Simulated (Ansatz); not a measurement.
The cluster Ga₄O₆ (the lowest singlet isomer of a short search). The state is a singlet with charge 0. Geometry PBE-D4/def2-SVP, basis def2-TZVP, Ansatz.

```csv
atom,x (Å),y (Å),z (Å)
Ga1,0.123,0.996,-1.127
Ga2,0.746,1.706,1.325
Ga3,-0.852,-2.438,-1.109
Ga4,-0.436,-0.651,1.530
O5,0.452,-0.865,-1.612
O6,1.374,2.141,-0.331
O7,-0.465,0.020,-2.567
O8,-0.878,0.938,0.523
O9,-0.837,-2.201,0.816
O10,0.772,0.353,2.551
```

```
run  HOMO (eV)  LUMO (eV)
  A      -6.08      -4.22
  B      -5.54      -4.75
  C      -5.41      -4.62
  D      -5.62      -4.75
```

The structure comes from a short search, and lower isomers may exist.

Question: The runs used PBE, PBE0, r2SCAN, revPBE. Estimate which is which.

Answer: A PBE0 (25 % exact exchange); B PBE (0 % exact exchange); C revPBE (0 % exact exchange); D r2SCAN (0 % exact exchange). Exact exchange lowers occupied and raises empty levels; among semilocal functionals meta-GGAs tend to open the gap a little, and such runs are hard to tell apart. The gap grows from 0.78 eV (revPBE) to 1.86 eV (PBE0). The restricted singlet is unstable towards broken spin symmetry in Hartree–Fock (as tested in another run); at PBE0-D4/def2-TZVP, PBE-D4/def2-TZVP, revPBE-D4/def2-TZVP, r2SCAN-D4/def2-TZVP this wasn't settled.
